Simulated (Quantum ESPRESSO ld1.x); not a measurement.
Problem. Radial electron density D(r) = 4 pi r^2 rho(r) of an atom or ion with 21 electrons. All-electron calculation, non-relativistic Kohn-Sham, LDA (Slater exchange, Perdew-Zunger correlation), spin-polarised, spherical densities, point nucleus. Program: ld1.x of Quantum ESPRESSO 7.5.

```
   r/bohr * D(r) (the largest magnitude, 51.8, reaches the edge; | marks zero)
 0.001786 |*
 0.002271 | *
  0.00291 |  *
 0.003729 |    *
 0.004779 |      *
 0.006075 |         *
 0.007785 |              *
 0.009977 |                    *
  0.01278 |                           *
  0.01625 |                                  *
  0.02083 |                                         *
  0.02669 |                                             *
  0.03393 |                                              *
  0.04348 |                                          *
  0.05571 |                                       *
   0.0714 |                                        *
  0.09076 |                                              *
   0.1163 |                                                      *
    0.149 |                                                     *
    0.191 |                                        *
   0.2428 |                           *
   0.3111 |                        *
   0.3987 |                            *
   0.5109 |                        *
   0.6495 |             *
   0.8323 |   *
    1.067 |*
    1.356 *
    1.738 *
```

What is the nuclear charge?

Solution. Z = 36. The innermost maximum, from 1s, lies near 1/Z = 0.0278 bohr (found: 0.0303), and its height grows with Z. The density is that of the krypton ion Kr15+ in [Ar] 3d3; the configuration itself is not fixed sharply by these data, and Z only to about a unit. D(r) has 3 maxima, at r = 0.0303, 0.129, 0.418 bohr, and minima at 0.0608, 0.287 bohr, inside which lie 2.06, 10.80 electrons.
